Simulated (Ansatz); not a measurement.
Cost and result up the ladder for LiAg12 (13 atoms). The state is a doublet with charge 0. Geometry: PBE-D4/def2-SVP.

```xyz
13

Li    2.1105   -0.3999    1.1303
Ag    1.1955   -0.1607    3.6107
Ag   -2.2750   -0.0822   -0.3128
Ag   -1.6904   -2.9526   -0.1384
Ag    1.6445    0.0175   -2.8189
Ag   -0.1473   -1.9479    1.9446
Ag    2.0324    2.1189    2.0070
Ag   -1.8132   -1.6121   -2.6153
Ag   -1.3582    2.6124   -0.3816
Ag   -0.8957    1.0252   -2.5807
Ag    0.2806   -1.0861   -0.7417
Ag   -0.3606    0.8022    1.5227
Ag    1.2769    1.6651   -0.6258
```

Ansatz on 2 threads of AMD EPYC 7R13 on a shared host and a share (18 GiB) of an NVIDIA H100 80GB HBM3. Times are rough, and most runs start from the orbitals of an earlier one. PBE0-D4/def2-TZVP serves as the yardstick here, not as an exact answer. Differences are given only for rows in sets of like size (and for xTB, whose basis is part of the method), since another set adds its own error. Binding counts from free atoms at the same level (Li doublet, Ag doublet; other spins of the atoms weren't run), without zero-point energy or a counterpoise term.

In the def2 sets Ag takes a core potential; there is no spin–orbit coupling. LC-ωPBE has ω = 0.4 bohr⁻¹. Correlated methods freeze no core orbitals; core or outer-core shells of Li, Ag are correlated, in sets that lack core-valence functions. Single mean-field runs in def2-TZVP are fitted with def2-universal-jkfit. No other spin state of charge 0 was run. Another isomer (doublet) lies 0.09 eV lower at r2SCAN-D4/def2-TZVP; other spin states weren't run for this one.

Run but left out: HF/STO-3G, MP2/def2-TZVP (⟨S²⟩ 0.94 to 6.78, where a pure state has 0.75).

Correlated methods converge slowly with the basis.

| level | functions | wall time |
| --- | --- | --- |
| PBE0-D4/def2-TZVP | 494 | 7 s |
| PBE-D4/def2-SVP | 381 | 7 s |
| PBE-D4/def2-TZVP (with forces) | 494 | 8 s |
| r2SCAN-D4/def2-TZVP | 494 | 9.5 s |
| PBE0-D4/def2-SVP | 381 | 11 s |
| LC-ωPBE/def2-TZVP | 494 | 12 s |
| RPA@PBE/def2-TZVP | 494 | 16 s |

**Question.** Estimate what each level gives for the binding energy per atom (eV).

**Answer.** 
```json
{"level": "PBE0-D4/def2-TZVP", "binding energy per atom (eV)": "1.62", "difference from PBE0-D4/def2-TZVP (eV)": "0.00"}
{"level": "PBE-D4/def2-SVP", "binding energy per atom (eV)": "1.77", "difference from PBE0-D4/def2-TZVP (eV)": "–"}
{"level": "PBE-D4/def2-TZVP (with forces)", "binding energy per atom (eV)": "1.80", "difference from PBE0-D4/def2-TZVP (eV)": "0.18"}
{"level": "r2SCAN-D4/def2-TZVP", "binding energy per atom (eV)": "1.83", "difference from PBE0-D4/def2-TZVP (eV)": "0.20"}
{"level": "PBE0-D4/def2-SVP", "binding energy per atom (eV)": "1.60", "difference from PBE0-D4/def2-TZVP (eV)": "–"}
{"level": "LC-ωPBE/def2-TZVP", "binding energy per atom (eV)": "1.44", "difference from PBE0-D4/def2-TZVP (eV)": "-0.18"}
{"level": "RPA@PBE/def2-TZVP", "binding energy per atom (eV)": "1.54", "difference from PBE0-D4/def2-TZVP (eV)": "-0.08"}
```
